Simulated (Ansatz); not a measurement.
A nudged elastic band was laid between two geometries of Cl3GeH + H3Si (9 atoms, charge 0, multiplicity 2).

Level of theory: UHF/def2-SVP in Ansatz 0.2.0.

| Property | Result |
| --- | --- |
| movable images | 5 |
| climbing image | yes |
| spring | 5.0 eV/Å² |
| optimiser | quadratic models (default) |
| start path | through a guess of the saddle point |
| force threshold | 0.05 eV/Å |
| iteration limit | 53 |
| end points | relaxed |

Image 0:

```xyz
9
Properties=species:S:1:pos:R:3
Ge 0.001 0.000 -0.991
H 0.000 0.000 0.521
Cl 2.003 0.000 -1.736
Cl -1.001 1.734 -1.736
Cl -1.000 -1.734 -1.736
Si 0.000 0.000 4.904
H -0.763 -1.187 5.353
H 1.409 -0.067 5.353
H -0.647 1.254 5.353
```

Image 6:

```xyz
9
Properties=species:S:1:pos:R:3
Ge 0.001 0.000 -1.066
H 0.000 0.000 2.881
Cl 2.020 0.000 -1.816
Cl -1.009 1.748 -1.816
Cl -1.008 -1.749 -1.816
Si 0.000 0.000 4.364
H -0.756 -1.176 4.851
H 1.396 -0.066 4.851
H -0.641 1.243 4.851
```

**Question.** Which bonds break or form, and what moves?

**Answer.** Bonds broken: Ge1–H2. Bonds formed: H2–Si6. Cl3GeH + H3Si becomes Cl3Ge + H4Si.

**Question.** Give the energies along the band, and the barrier.

**Answer.** It converged. The highest image is number 3 of 0 to 6, 59.6 kJ/mol above the first end and 90.1 kJ/mol above the last; the last end lies 30.5 kJ/mol below the first. A vibrational analysis at the climbing image gives one clearly imaginary mode, 1536i cm⁻¹, and a faint second one (21i cm⁻¹) that may be numerical noise or a soft torsion: probably a first-order saddle point. Another band between the same ends, with other settings, climbed to 0.424 eV only, so this may not be the lowest route.

```json
{"image": "0", "path coordinate (Å)": "0.00", "energy (kJ/mol)": "0.0", "Ge1–H2 (Å)": "1.51", "H2–Si6 (Å)": "4.38"}
{"image": "1", "path coordinate (Å)": "1.15", "energy (kJ/mol)": "1.0", "Ge1–H2 (Å)": "1.51", "H2–Si6 (Å)": "3.62"}
{"image": "2", "path coordinate (Å)": "2.30", "energy (kJ/mol)": "10.3", "Ge1–H2 (Å)": "1.51", "H2–Si6 (Å)": "2.87"}
{"image": "3", "path coordinate (Å)": "3.45", "energy (kJ/mol)": "59.6", "Ge1–H2 (Å)": "1.73", "H2–Si6 (Å)": "1.90"}
{"image": "4", "path coordinate (Å)": "4.41", "energy (kJ/mol)": "-18.3", "Ge1–H2 (Å)": "2.69", "H2–Si6 (Å)": "1.48"}
{"image": "5", "path coordinate (Å)": "5.37", "energy (kJ/mol)": "-29.1", "Ge1–H2 (Å)": "3.31", "H2–Si6 (Å)": "1.48"}
{"image": "6", "path coordinate (Å)": "6.33", "energy (kJ/mol)": "-30.5", "Ge1–H2 (Å)": "3.95", "H2–Si6 (Å)": "1.48"}
```

**Question.** What is the geometry of the highest image?

**Answer.** 
```xyz
9
Properties=species:S:1:pos:R:3
Ge 0.001 0.000 0.005
H 0.001 0.000 1.735
Cl 2.014 0.001 -0.773
Cl -1.007 1.743 -0.772
Cl -1.006 -1.744 -0.772
Si 0.000 0.000 3.634
H -0.764 -1.187 4.075
H 1.410 -0.068 4.077
H -0.646 1.255 4.076
```

Run time: 6.2 min on 4 threads of AMD EPYC 7571 (shared host), peak memory 0.53 GiB.
